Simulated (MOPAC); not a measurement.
Input for MOPAC: PM6 on CH4OSi (a complex), monomers drawn apart or pushed together.

```
PM6 1SCF PRECISE CHARGE=0 THREADS=1
CH4OSi

Si    -0.10544162 1    -0.08185847 1    -0.04922834 1
H     -0.04043866 1    -0.04940526 1    -1.52810870 1
H     -1.26519590 1    -0.89563889 1     0.37703459 1
H     -0.25126792 1     1.29784906 1     0.46637914 1
H      1.14056267 1    -0.67662684 1     0.48414118 1
C      0.96289890 1     0.69641035 1     6.85865506 1
O      0.18486740 1     0.16743180 1     6.24173139 1
```

Output:

```
*******************************************************************************
 **                                                                           **
 **                              MOPAC v23.2.5                                **
 **                                                                           **
 *******************************************************************************
 ** MOPAC's Digital Object Identifier: https://doi.org/10.5281/zenodo.6511958 **
 **                                                                           **
 ** Please cite the open-source release paper for use of this MOPAC version:  **
 ** J. E. Moussa and J. J. P. Stewart (2026)                                  **
 ** MOPAC: An open-source semiempirical molecular orbital program             **
 ** J. Open Source Softw., 11(119), 8025, https://doi.org/10.21105/joss.08025 **
 *******************************************************************************

                              PM6 CALCULATION RESULTS

 *******************************************************************************
 *  PM6        - The PM6 Hamiltonian to be used
 *
 *
 *
 *                 CHARGE ON SYSTEM = 0
 *
 *
 *
 *  PRECISE    - TIGHTER CRITERIA TO BE USED
 *  1SCF       - DO 1 SCF AND THEN STOP
 *  THREADS=1  - MULTI-THREADING NOT USED
 *  T=         - A TIME OF 172800.0 SECONDS REQUESTED
 *  DUMP=N     - RESTART FILE WRITTEN EVERY 7200.0 SECONDS REQUESTED
 *******************************************************************************
PM6 1SCF PRECISE CHARGE=0 THREADS=1
 CH4OSi

   ATOM   CHEMICAL          X               Y               Z
  NUMBER   SYMBOL      (ANGSTROMS)     (ANGSTROMS)     (ANGSTROMS)

     1      Si         -0.10544162  *  -0.08185847  *  -0.04922834  *
     2       H         -0.04043866  *  -0.04940526  *  -1.52810870  *
     3       H         -1.26519590  *  -0.89563889  *   0.37703459  *
     4       H         -0.25126792  *   1.29784906  *   0.46637914  *
     5       H          1.14056267  *  -0.67662684  *   0.48414118  *
     6       C          0.96289890  *   0.69641035  *   6.85865506  *
     7       O          0.18486740  *   0.16743180  *   6.24173139  *



          CARTESIAN COORDINATES

    NO.       ATOM           X           Y           Z

     1        Si         -0.1054     -0.0819     -0.0492
     2         H         -0.0404     -0.0494     -1.5281
     3         H         -1.2652     -0.8956      0.3770
     4         H         -0.2513      1.2978      0.4664
     5         H          1.1406     -0.6766      0.4841
     6         C          0.9629      0.6964      6.8587
     7         O          0.1849      0.1674      6.2417

 General Reference for PM6:
 "Optimization of Parameters for Semiempirical Methods V: Modification of NDDO Approximations
 and Application to 70 Elements", J. J. P. Stewart, J. Mol. Mod., 13, 1173-1213 (2007)
 URL: https://link.springer.com/article/10.1007/s00894-007-0233-4

           Empirical Formula: C H4 O Si  =     7 atoms



      MOLECULAR POINT GROUP   :   Cs


      RHF CALCULATION, NO. OF DOUBLY OCCUPIED LEVELS = 9


 -------------------------------------------------------------------------------
 PM6 1SCF PRECISE CHARGE=0 THREADS=1
 CH4OSi



     1SCF WAS SPECIFIED, SO BFGS WAS NOT USED
     SCF FIELD WAS ACHIEVED


                              PM6 CALCULATION
                                                       MOPAC v23.2.5 Linux




          FINAL HEAT OF FORMATION =         -6.24182 KCAL/MOL =     -26.11576 KJ/MOL


          COSMO AREA              =        138.32 SQUARE ANGSTROMS
          COSMO VOLUME            =        106.91 CUBIC ANGSTROMS

          IONIZATION POTENTIAL    =         11.757924 EV
          HOMO LUMO ENERGIES (EV) =        -11.758  0.855
          NO. OF FILLED LEVELS    =          9
          MOLECULAR WEIGHT        =         60.1275         POINT GROUP:  Cs

          MOLECULAR DIMENSIONS (Angstroms)

            Atom       Atom       Distance
            C     6    H     2     8.47943
            H     4    H     5     2.41578
            H     4    H     3     2.05518


          SCF CALCULATIONS        =          1





   ATOM   CHEMICAL          X               Y               Z
  NUMBER   SYMBOL      (ANGSTROMS)     (ANGSTROMS)     (ANGSTROMS)

     1      Si         -0.10544162  *  -0.08185847  *  -0.04922834  *
     2       H         -0.04043866  *  -0.04940526  *  -1.52810870  *
     3       H         -1.26519590  *  -0.89563889  *   0.37703459  *
     4       H         -0.25126792  *   1.29784906  *   0.46637914  *
     5       H          1.14056267  *  -0.67662684  *   0.48414118  *
     6       C          0.96289890  *   0.69641035  *   6.85865506  *
     7       O          0.18486740  *   0.16743180  *   6.24173139  *

                             CARTESIAN COORDINATES

   1   Si       -0.105441620    -0.081858470    -0.049228340
   2    H       -0.040438660    -0.049405260    -1.528108700
   3    H       -1.265195900    -0.895638890     0.377034590
   4    H       -0.251267920     1.297849060     0.466379140
   5    H        1.140562670    -0.676626840     0.484141180
   6    C        0.962898900     0.696410350     6.858655060
   7    O        0.184867400     0.167431800     6.241731390


           Empirical Formula: C H4 O Si  =     7 atoms



      MOLECULAR POINT GROUP   :   Cs


                  EIGENVALUES
 -34.31416 -20.10551 -19.38649 -15.92806 -15.92795 -11.94281 -11.76439 -11.76138
 -11.75792   0.85548   0.85648   0.85838   1.25753   1.25763   1.54553   1.54623
   2.98525   4.54714   4.54745   4.55245   5.27763


              NET ATOMIC CHARGES AND DIPOLE CONTRIBUTIONS

  ATOM NO.   TYPE          CHARGE      No. of ELECS.   s-Pop       p-Pop       d-Pop
    1         Si           0.113608        3.8864     1.23246     2.14120     0.51273
    2          H          -0.028449        1.0284     1.02845
    3          H          -0.027885        1.0279     1.02789
    4          H          -0.028626        1.0286     1.02863
    5          H          -0.028647        1.0286     1.02865
    6          C           0.314028        3.6860     1.72470     1.96127
    7          O          -0.314028        6.3140     1.80009     4.51393
 DIPOLE           X         Y         Z       TOTAL
 POINT-CHG.     1.169     0.795     0.931     1.692
 HYBRID        -1.127    -0.766    -0.884     1.625
 SUM            0.042     0.028     0.047     0.069


          ATOMIC ORBITAL ELECTRON POPULATIONS

     Atom    s        px        py        pz      x^2-y^2     xz        z^2       yz        xy
    1 Si   1.23246   0.71406   0.71370   0.71344   0.10916   0.05616   0.17032   0.05843   0.11866
    2  H   1.02845
    3  H   1.02789
    4  H   1.02863
    5  H   1.02865
    6  C   1.72470   0.72867   0.59571   0.63689
    7  O   1.80009   1.49859   1.50934   1.50600

 **********************
 *                    *
 * JOB ENDED NORMALLY *
 *                    *
 **********************




 == MOPAC DONE ==
```

The run finished.

Cost: roughly 0.03 core-seconds.
